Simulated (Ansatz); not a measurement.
`C=C=NB(C)C`. The species carries charge 0 and has multiplicity 1.

```xyz
14

C    -2.2906   -0.6006    2.1996
C    -1.3607   -0.3569    1.3073
N    -0.5150   -0.1352    0.4955
B     0.4761    0.1248   -0.4555
C     0.4621    1.5028   -1.2127
C     1.5688   -0.9704   -0.7363
H    -2.3134   -1.5501    2.7160
H    -3.0385    0.1473    2.4233
H    -0.2138    2.2418   -0.7803
H     0.1526    1.3353   -2.2515
H     1.4671    1.9320   -1.2666
H     1.7226   -1.1033   -1.8115
H     2.5308   -0.6259   -0.3379
H     1.3520   -1.9415   -0.2894
```

Q: Give the diagnostics of a CCSD(T)/def2-TZVPP run (frozen core, Ansatz). (Best estimate.)

A: Computed: T1 = 0.0137, largest single amplitude 0.033, largest double 0.048, (T) share of the correlation energy 4.4 %, 10 CCSD cycles. The RHF solution is stable towards an unrestricted one. T1 lies under the customary mark of 0.02 for closed shells.
